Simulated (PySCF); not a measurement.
# Exercise with solution: refractive index and permittivity of the vapour

C4H7F, SMILES C1(CC1)(F)C.

The structure is a stationary point at PBE-D3(BJ)/def2-SVP.

HF/def2-TZVP (PySCF) gives a mean static polarisability of 45.6 bohr³ and a dipole moment of 1.96 D. Take an ideal gas at 298.15 K and 1 bar, whether or not the substance is that volatile.

**Question.** Work out n − 1 in the optical limit and the static ε − 1.

**Answer.** 
Polarisability volume α' = 45.6 × 0.148185 = 6.76 Å³. Number density N = p/kT = 2.43e-5 Å⁻³.
Dilute limit of Lorentz–Lorenz: n − 1 = 2π N α' = 0.0010.
Orientation term of Debye: μ²/(3kT) = 8.098 Å³ × μ²(D²) = 31.11 Å³.
ε − 1 = 4π N (α' + μ²/3kT) = 0.012. Orientation of the dipole supplies 82 % of the static response; it can't follow optical fields. Vibrational polarisation and dispersion are left out.
